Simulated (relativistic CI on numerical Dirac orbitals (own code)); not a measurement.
**Sensitivity of the levels of Ce⁶⁺ to α and to the nuclear radius**

Calculated at this level of theory: Dirac-Coulomb-Breit CI, orbitals from a KLI potential per configuration, derivatives by finite differences, unscaled Slater integrals, QED left out (own radial code, finite nucleus).

Configuration list (outside the closed core [Kr] 4d10): 5s2 5p4, 5s2 5p3 4f, 5s 5p5, 5s2 5p3 5d, 5p6, 5s2 5p2 4f 5d, 5s2 5p2 5d2, 5s2 5p 4f 5d2, 5s2 5p 5d3. Double excitations out of closed p, d and f shells are left out; levels of such configurations are missing from the list, as are those of other unlisted configurations, and high levels can miss mixing partners.

With x = (α/α₀)² − 1 an excitation energy changes as ω = ω₀ + qx; K = 2q/ω₀ is the relative enhancement. Terms are leading LS components, so labels can repeat. The field-shift factor is F = δν/δ⟨r²⟩ for the transition from the lowest level.

Lowest level 5s2 5p4 3P_2.

```tsv
Level	ω₀ (cm⁻¹)	q (cm⁻¹)	K	F (GHz/fm²)
5s2 5p4 3P_0	12861.3	4371	0.68	-0.84
5s2 5p4 3P_1	24091.1	29890	2.48	-1.48
5s2 5p4 1D_2	34675.8	29050	1.68	-1.46
5s2 5p4 1S_0	66821.7	56850	1.7	-4.11
5s2 5p3 4f 5F_3	86067.1	31810	0.739	-5.86
5s2 5p3 4f 5F_4	86949.6	34050	0.783	-5.9
5s2 5p3 4f 5F_2	87573.0	36300	0.829	-6.09
5s2 5p3 4f 5F_1	88080.2	38220	0.868	-6.21
5s2 5p3 4f 5F_5	89490.2	38120	0.852	-6
5s2 5p3 4f 3F_3	92696.0	32110	0.693	-5.72
5s2 5p3 4f 3F_4	101199.2	36350	0.718	-6.05
5s2 5p3 4f 3F_2	101601.6	39960	0.787	-6.15
5s2 5p3 4f 3G_3	108975.2	51500	0.945	-6.8
```

At this charge configurations can still be misplaced by up to about 7 % of their energy. Levels and lines within the n = 5 or 6 shells can be off by up to 10 % or somewhat more, and those that change n by about 2 %, since core polarisation is missing. Levels that differ in their count of f electrons can be misplaced by several ten thousand cm⁻¹, since the correlation energy of f electrons is missing or only estimated; rates across such gaps can be off by orders of magnitude.
